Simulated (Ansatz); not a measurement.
Z-matrix (Å, degrees):
```
Ga
S 1 2.179
Br 1 2.273 2 121.2
Br 1 2.267 2 119.7 3 180.0
H 2 1.345 1 92.5 3 0.1
```

The species carries charge 0 and has multiplicity 1.

List the B3LYP/def2-TZVPP orbital energies in eV (Ansatz 0.2.0). (An estimate is asked.)

Ansatz gave: Occupied: -13139.46, -13139.43, -10139.53, -2418.61, -1701.10, -1701.08, -1532.81, -1532.78, -1532.75, -1532.75, -1532.73, -1532.72, -1251.23, -1108.47, -1108.40, -1108.38, -236.88, -236.86, -216.61, -177.74, -177.72, -177.57, -177.55, -177.55, -177.52, -161.15, -161.08, -160.98, -151.33, -104.72, -104.56, -104.53, -72.03, -72.01, -71.98, -71.96, -71.96, -71.94, -71.83, -71.83, -71.80, -71.80, -24.59, -24.51, -24.48, -24.44, -24.41, -21.42, -21.02, -20.27, -12.88, -11.61, -9.97, -9.66, -9.13, -8.56, -8.48, -8.37, -7.99. Lowest empty: -2.09, -1.64, -0.19, 0.96, 1.48, 2.65, 3.28, 3.60.

B3LYP here is the variant with VWN-RPA as its local correlation; programs differ in this.
